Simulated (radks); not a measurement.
All-electron atom: the vanadium ion V5+ in [Ne] 3s2 3p(1/2: 2, 3/2: 3) 3d(3/2: 1, 5/2: 0) (not the ground configuration).

Method: Dirac Kohn-Sham, relativistic LDA (MacDonald-Vosko exchange, VWN5 correlation), spin-unpolarised, spherical densities, finite nucleus; Fermi nuclear charge, rms radius 3.6002 fm; computed with a radial shooting solver on a logarithmic mesh with Libxc functionals.

Energy parts (eV):
| part | energy |
|---|---|
| total | -25548.701 |
| kinetic | 25780.177 |
| electron-nucleus | -59448.823 |
| Hartree | 9209.941 |
| exchange-correlation | -1089.996 |

Orbitals (lengths in bohr, moments of r in powers of bohr):
| orbital | occ. | eigenvalue (eV) | <r^2> | <1/r> |
|---|---|---|---|---|
| 1s1/2 | 2 | -5421.553 | 0.005975 | 22.76 |
| 2s1/2 | 2 | -683.3195 | 0.1128 | 4.800 |
| 2p1/2 | 2 | -590.5133 | 0.09150 | 4.745 |
| 2p3/2 | 4 | -583.4430 | 0.09323 | 4.680 |
| 3s1/2 | 2 | -144.6775 | 0.9423 | 1.563 |
| 3p1/2 | 2 | -118.5424 | 1.022 | 1.465 |
| 3p3/2 | 3 | -117.5638 | 1.036 | 1.452 |
| 3d3/2 | 1 | -76.4054 | 1.201 | 1.240 |
| 3d5/2 | 0 | -76.2900 | 1.205 | 1.237 |

The highest occupied level is 3d3/2 at -76.405 eV. The density falls to 0.001 e/bohr^3 at r = 2.40 bohr.
